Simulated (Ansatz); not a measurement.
Harmonic frequencies (cm⁻¹) at PBE0-D4/def2-TZVP from Ansatz: 192, 231, 249, 274, 302, 326, 344, 351, 403, 423, 439, 476, 748, 774, 817, 837, 850, 874, 966, 978, 1572, 1577, 1585, 3602, 3619, 3629, 3694, 3717, 3728, 3932.

Each molecule was computed in one conformer, which needn't be the lowest.

(1) Which molecule is it?
A. `C[SiH](C)Br`
B. `C[SiH](O)O`
C. `C=CC[SiH3]`
D. `N[Si](N)(N)O`

## Answers

(1) D.
